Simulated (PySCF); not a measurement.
Computed IR spectrum (relative IR intensity) of a molecule H₇NO₂Si₂. The structure is a stationary point at PBE-D3(BJ)/def2-SVP. Other conformers were not sampled. All values below come from PBE-D3(BJ)/def2-SVP (PySCF). Frequencies are harmonic and unscaled.

Lines under 2 % of the strongest are left out, and lines within 2 cm⁻¹ are merged.

ν (cm⁻¹): 219 (m), 273 (w), 359 (m), 369 (w), 427 (s), 600 (vw), 694 (w), 716 (w), 729 (w), 782 (s), 787 (w), 859 (m), 885 (s), 916 (m), 918 (m), 935 (s), 964 (vs), 1033 (vs), 1490 (m), 2158 (m), 2168 (m), 2178 (m), 2207 (m), 3486 (w), 3582 (w), 3769 (m) (against the strongest line: vs over 80 %, s over 45 %, m over 15 %, w over 4 %, vw less)

Pick the molecule that these values belong to.
A. O[SiH](O)N[SiH3]
B. N[Si@@H](O)[SiH2]O
C. N[Si](O)(O)[SiH3]
D. N[Si@H](O)O[SiH3]

D, N[Si@H](O)O[SiH3]
